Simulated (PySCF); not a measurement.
Calculation: PBE-D3(BJ)/def2-TZVP // r2SCAN-D4/def2-TZVP (PySCF). Isolated molecules, 0 K electronic values unless said otherwise. One relaxed conformer stands for a flexible species; it need not be the lowest. 

Reference species (SMILES): `C1C(=C[SiH2]C=1)B` (neutral, multiplicity 1).

```yaml
S1 oscillator strength: 0.016
LUMO: -3.53 eV
```

Changed species: `C1C=C[SiH2]C=1B`.

Problem. Give the shifts of the S1 oscillator strength and LUMO.

Solution. the S1 oscillator strength decreases by 0.016, to 0.000; the LUMO rises by 0.03 eV, to -3.50 eV.
